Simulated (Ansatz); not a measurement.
Conformers and stereoisomers of Cl2H4O2Si2 (`O[SiH](Cl)[SiH](O)Cl`), each relaxed with PBE0-D4/def2-TZVP in Ansatz. CBS adds the triple-zeta coupled-cluster correction to the MP2 limit.

Not all of them had a frequency check.

Conformer A:

Cartesian coordinates in Å:
```
O 1.552 1.469 -0.238
Si 1.347 -0.151 -0.153
Cl 2.106 -0.929 1.601
Si -0.952 -0.601 -0.126
O -1.543 0.746 0.610
Cl -1.683 -0.765 -2.048
H 0.921 2.006 0.250
H 2.120 -0.742 -1.265
H -1.385 -1.837 0.571
H -2.482 0.804 0.797
```

Conformer B:

Cartesian coordinates in Å:
```
O -1.881 1.306 -0.380
Si -0.693 0.323 -0.929
Cl 0.890 1.435 -1.679
Si 0.372 -0.961 0.723
O 1.459 -0.025 1.515
Cl 1.283 -2.512 -0.284
H -1.689 1.901 0.347
H -1.288 -0.432 -2.051
H -0.492 -1.548 1.770
H 2.039 0.512 0.968
```

Task: Which is lowest in electronic energy at CCSD(T)/CBS (frozen core, def2 sets), and by how much? (An estimate is asked.)

Result: Computed: B; A lies 0.4 kJ/mol higher. Gaps under about 2 kJ/mol don't settle the order.

Task: Give the energies relative to B (kJ/mol) with r2SCAN-D4/def2-TZVPP, ωB97X-V/def2-TZVPP, PBE/def2-TZVPP, MP2/def2-TZVPP, SCS-MP2/def2-TZVPP, MP2/def2-QZVPP, MP2/CBS(def2). (Estimate.)

Result: Computed: 
```tsv
level	A
r2SCAN-D4/def2-TZVPP	1.3
ωB97X-V/def2-TZVPP	-0.3
PBE/def2-TZVPP	0.9
MP2/def2-TZVPP	-0.1
SCS-MP2/def2-TZVPP	-0.6
MP2/def2-QZVPP	0.5
MP2/CBS(def2)	0.8
```
